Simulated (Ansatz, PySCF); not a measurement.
Process, species as SMILES: [BH3-][NH2+] → [BH2-][NH3+]
Structures are relaxed separately at B3LYP-D3(BJ)/def2-TZVP in Ansatz (a program for electronic structure).

Quantity: isomerisation energy (0 K, with B3LYP-D3(BJ) harmonic zero-point energies from PySCF), in kcal/mol. Valence correlation only, unless marked. Open shells are spin-unrestricted. Spin-orbit coupling is left out. Non-relativistic. CBS marks a two-point X^-3 extrapolation of the correlation energy; Hartree-Fock from the larger set. The bracket is a focal-point correction in the basis named.

Level to compare with: RI-MP2/CBS(aug-cc-pVTZ,aug-cc-pVQZ)+[CCSD(T)-MP2]/aug-cc-pVTZ (Ansatz), 6.0 kcal/mol. It is a level with limits of its own, and the differences hold the functionals' basis error too.

Problem. Rank these functionals by how close they come to RI-MP2/CBS(aug-cc-pVTZ,aug-cc-pVQZ)+[CCSD(T)-MP2]/aug-cc-pVTZ, closest first: r2SCAN/def2-TZVPD (Ansatz); SVWN5/def2-TZVPD (Ansatz); TPSS/def2-TZVPD (PySCF).

Solution. r2SCAN/def2-TZVPD (meta-GGA, 12.4 kcal/mol, difference 6.4), TPSS/def2-TZVPD (meta-GGA, 15.1 kcal/mol, difference 9.1), SVWN5/def2-TZVPD (LDA, 17.3 kcal/mol, difference 11.3)
